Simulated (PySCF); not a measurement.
# Identify the compound

Molecular formula: C6H4F4O. Simulated spectra:

1H NMR (400 MHz, computed): δ 5.88 (m, 1H), 5.30 (m, 1H), 3.31 (m, 2H).

13C{1H} NMR (computed): δ 181.1, 157.0, 130.1, 110.5, 103.4, 39.5.

Computed data (PySCF): σ from GIAO-PBE0/pcSseg-1, GFN2-xTB geometry. Non-relativistic, a single conformation, isolated molecule, fast rotation and ring inversion assumed for equivalent nuclei.

References, each an isolated molecule treated in the same way: 1H, 13C vs TMS.

**Question.** What is the structure?

**Answer.** 
1. Rings plus π bonds: 3 (1 ring in the answer).
2. 6 carbon signals for 6 carbons: no two carbons are equivalent.
3. Carbon types of the structure: 3 × C, 2 × CH, 1 × CH2, which accounts for all hydrogens.
4. δC 181.1: fully substituted alkene carbon.
5. δC 157.0: alkene carbon bearing oxygen; an sp2 carbon further deshielded by the attached heteroatom.
6. δC 130.1: CF3 carbon; 4 electronegative neighbours deshield it.
7. δC 110.5: alkene CH; an sp2 carbon of a C=C bond.
8. δC 103.4: β carbon of an enol-ether or enamine type C=C; the O or N lone pair pushes π density onto this β carbon and shields it.
9. δC 39.5: allylic sp3 CH2; a saturated carbon with 2 carbon neighbours and no heteroatom attached.
10. δH 5.30: hydrogen on a β carbon of an enol-ether or enamine type C=C; attached to an sp2 carbon and in the plane of the double bond.

The compound is `FC1=CC(OC(F)(F)F)=CC1`.

The data come from this structure; uniqueness wasn't tested.

Splittings by 19F in the carbon and heteronuclear signals aren't shown, as no couplings were computed. Shifts are as computed. Against solution values, carbons near 30 ppm lie about +3 ppm off and those near 130 ppm about +5 ppm. Of 1211 compounds with measured shifts, 218 miss one by over three times the rms of a fit or turn the order of signals round; such compounds aren't used in these exercises. No couplings were computed; multiplicities are counted from neighbouring protons, with m where these are inequivalent, close in shift, in a saturated or five-membered ring or joined by F or P, and br s for small geminal =CH2 splittings.
